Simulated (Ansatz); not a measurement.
`C#CC[CH2][GeH3]` + H₂O → `[OH][GeH3]` + `C#CCC`  (formal hydrolysis of a Ge–C bond)

Isolated molecules relaxed with PBE0-D4/def2-TZVP in Ansatz; ΔE leaves out vibrations. CCSD(T)/CBS adds triple-zeta CCSD(T) − MP2 to the extrapolated MP2 energy (def2 sets, frozen cores). This one scheme is used for every species. DFT in def2-TZVPP. B3LYP here is the variant with VWN-RPA as its local correlation; programs differ in this. For Ge outer-core shells are correlated without core-valence functions, which leaves a few kJ/mol of doubt a bond. Scalar relativity is left out up to krypton. Each species was taken in one conformer, which may not be the lowest.

CCSD(T)/CBS gives -32.9 kJ/mol.

(1) Another level gave -45.0 kJ/mol. Which?
A. PBE0/def2-TZVPP
B. PBE0-D4/def2-TZVPP
C. r2SCAN/def2-TZVPP
D. B3LYP/def2-TZVPP

Largest T1 diagnostic among the species: 0.011.

Answers

(1) C. r2SCAN -45.0, PBE0-D4 -36.3, PBE0 -40.6, B3LYP -51.4 kJ/mol.

In def2-TZVPP, CCSD(T) changes the Hartree–Fock value by +24.8 kJ/mol (the triples alone add +2.2 kJ/mol) and MP2 by +26.3 kJ/mol. The D4 term adds +7.4 kJ/mol with B3LYP and +4.2 kJ/mol with PBE0; it sums over pairs of atoms, weighted by their polarisabilities, and B3LYP, whose exchange is more repulsive, gets the larger term.
